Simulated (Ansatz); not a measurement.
```yaml
crystal:
  periodic: [false, false, false]
  atoms:
    - {symbol: O, position_ang: [-1.684589, 0.346347, 0.610352]}
    - {symbol: B, position_ang: [-0.634985, 1.169837, 0.676437]}
    - {symbol: F, position_ang: [-0.843513, 2.132351, 0.866406]}
    - {symbol: N, position_ang: [0.493426, 0.446714, -0.028067]}
    - {symbol: Si, position_ang: [0.998591, -0.904950, -0.824780]}
    - {symbol: H, position_ang: [-2.317088, 0.691809, 1.106393]}
    - {symbol: H, position_ang: [1.418413, 1.365111, -0.333970]}
    - {symbol: H, position_ang: [-0.253447, -1.330069, -1.585719]}
    - {symbol: H, position_ang: [0.879870, -2.203138, 0.567727]}
    - {symbol: H, position_ang: [2.259618, -1.014784, -0.838438]}
basis:
  gaussian: {orbitals: pcseg-2}
hamiltonian: {xc: {name: HF}}
correlation: {method: mp2, frozen_orbitals: {O: 9}}
output: {forces: true}
```

```sh
$ ansatz run in.yaml --threads 4 --pin off --events-out ev --progress --plain --max-ram 10444MiB
```

Shortened log:

```
Functional definition: HF
Error: "frozen_orbitals" has no count for B
```

What is wrong with this run?

Frozen orbitals are typed for one element alone, and the program wants a count for each. The program refused the input.
